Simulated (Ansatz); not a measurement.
Input for Ansatz (a program for electronic structure): R-RI-MP2/cc-pV(Q+d)Z on CH6SSi (SMILES C[SiH2]S), a point of a torsion scan. Files ending in .json are basis or fitting sets from the Basis Set Exchange.

Ansatz 0.2 input:
```yaml
crystal:
  periodic: [false, false, false]
  atoms:
    - {symbol: C, position_ang: [-1.01680916, 0.56711782, 0.13832516]}
    - {symbol: Si, position_ang: [0.23758214, -0.83646556, -0.07116323]}
    - {symbol: S, position_ang: [2.18126416, -0.12145435, 0.53337859]}
    - {symbol: H, position_ang: [-1.99601232, 0.25541828, -0.21107148]}
    - {symbol: H, position_ang: [-0.72776546, 1.44861981, -0.42846594]}
    - {symbol: H, position_ang: [-1.11856737, 0.86246908, 1.17994711]}
    - {symbol: H, position_ang: [-0.10010199, -1.97276361, 0.78271310]}
    - {symbol: H, position_ang: [0.42331837, -1.22644683, -1.46134535]}
    - {symbol: H, position_ang: [1.75576579, 0.75068598, 1.43429698]}
basis:
  gaussian:
    orbitals: cc-pV_Q+d_Z.json
    fitting: {mean_field: def2-universal-JKFIT, correlation: cc-pVQZ-RIFIT.json}
magnetization: {spin_polarized: false}
correlation: {method: mp2, electrons: outside_noble_gas}
scf: {lower_state_search: off}
```

Problem. Give the final energy of this run.

Solution. -728.4459 hartree.
